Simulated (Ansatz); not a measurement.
Basis-set series for `BN(C=C)CC`. Charge 0, multiplicity 1. The geometry is a stationary point of PBE0-D4/def2-TZVP. It is one conformer, not always the lowest.

| functional | basis | functions | energy (Eh) | HOMO (eV) | LUMO (eV) |
| --- | --- | --- | --- | --- | --- |
| PBE0-D4 | def2-SVP | 134 | -237.59086 | -6.67 | -0.35 |
| PBE0-D4 | def2-TZVPP | 326 | -237.84889 | -6.71 | -0.53 |
| ωB97M-V | def2-SVP | 134 | -237.74006 | -8.83 | 1.67 |
| ωB97M-V | def2-TZVPP | 326 | -238.01345 | -8.87 | 1.31 |

Task: Give the rows for def2-QZVPP. (An estimate is asked.)

Result: The calculation gave: 
| functional | basis | functions | energy (Eh) | HOMO (eV) | LUMO (eV) |
| --- | --- | --- | --- | --- | --- |
| PBE0-D4 | def2-QZVPP | 642 | -237.86251 | -6.71 | -0.59 |
| ωB97M-V | def2-QZVPP | 642 | -238.02658 | -8.88 | 1.10 |

Positive LUMOs are unbound and depend on the basis.

Program: Ansatz 0.2.0.
